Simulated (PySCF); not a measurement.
# UHF on Sc²⁺ (scandium, charge +2)

Configuration: [Ar] 3d1, 2D determinant. All numbers are calculated (PySCF 2.14, the non-relativistic Hamiltonian (point nucleus), in aug-cc-pVTZ with one added diffuse shell each of s, p, d, f, g type (9s8p6d4f3g, 118 functions)).

```
Total energy                                                  : -759.095829 hartree
One-electron energy                                           : -1028.6840 hartree
Hartree (Coulomb) energy                                      : 307.4032 hartree
Exchange energy                                               : -37.8150 hartree
Kinetic energy                                                : 759.11121 hartree
⟨S²⟩                                                          : 0.7518
⟨L²⟩                                                          : 6.020
Sum of ⟨r⟩                                                    : 13.39 bohr
Sum of ⟨r²⟩                                                   : 16.24 bohr²
Traceless quadrupole moment −½Σ⟨3z² − r²⟩ along its main axis : 0.808 e·bohr²
Density at the nucleus (Gaussians lack the cusp)              : 6130 bohr⁻³
Spin density at the nucleus                                   : -0.113 bohr⁻³
Langevin diamagnetic susceptibility                           : -12.9 ×10⁻⁶ cm³/mol
```

```json
{"shell": "1s β", "electrons": "1", "mean orbital energy (eV)": "-4529.8", "spread (eV)": "0", "rms radius, mean of both spins (bohr)": "0.0852"}
{"shell": "1s α", "electrons": "1", "mean orbital energy (eV)": "-4529.8", "spread (eV)": "0", "rms radius, mean of both spins (bohr)": "0.0852"}
{"shell": "2s α", "electrons": "1", "mean orbital energy (eV)": "-534.58", "spread (eV)": "0", "rms radius, mean of both spins (bohr)": "0.373"}
{"shell": "2s β", "electrons": "1", "mean orbital energy (eV)": "-534.20", "spread (eV)": "0", "rms radius, mean of both spins (bohr)": "0.373"}
{"shell": "2p α", "electrons": "3", "mean orbital energy (eV)": "-441.82", "spread (eV)": "0.068", "rms radius, mean of both spins (bohr)": "0.341"}
{"shell": "2p β", "electrons": "3", "mean orbital energy (eV)": "-441.43", "spread (eV)": "0.542", "rms radius, mean of both spins (bohr)": "0.341"}
{"shell": "3s α", "electrons": "1", "mean orbital energy (eV)": "-85.598", "spread (eV)": "0", "rms radius, mean of both spins (bohr)": "1.16"}
{"shell": "3s β", "electrons": "1", "mean orbital energy (eV)": "-84.015", "spread (eV)": "0", "rms radius, mean of both spins (bohr)": "1.16"}
{"shell": "3p α", "electrons": "3", "mean orbital energy (eV)": "-58.946", "spread (eV)": "1.111", "rms radius, mean of both spins (bohr)": "1.26"}
{"shell": "3p β", "electrons": "3", "mean orbital energy (eV)": "-56.942", "spread (eV)": "1.631", "rms radius, mean of both spins (bohr)": "1.26"}
{"shell": "3d α", "electrons": "1", "mean orbital energy (eV)": "-24.822", "spread (eV)": "0", "rms radius, mean of both spins (bohr)": "1.72"}
```

Spin-orbit constants ζ (cm⁻¹) from the X2C one-electron operator on these orbitals (non-relativistic here): bare nucleus, nucleus screened by l(l+1)(2l+1)/3 electrons, and screened by the Breit-Pauli mean field of the electrons.

```tsv
shell	bare	screened nucleus	mean field
2p	26230	23740	n/a
3p	2712	2454	n/a
3d	193.7	101.5	n/a
```

To first order the Landé constant is A = 101.5 cm⁻¹, so the lowest level has J = 3/2 and lies 0.0189 eV below the centre of the term.
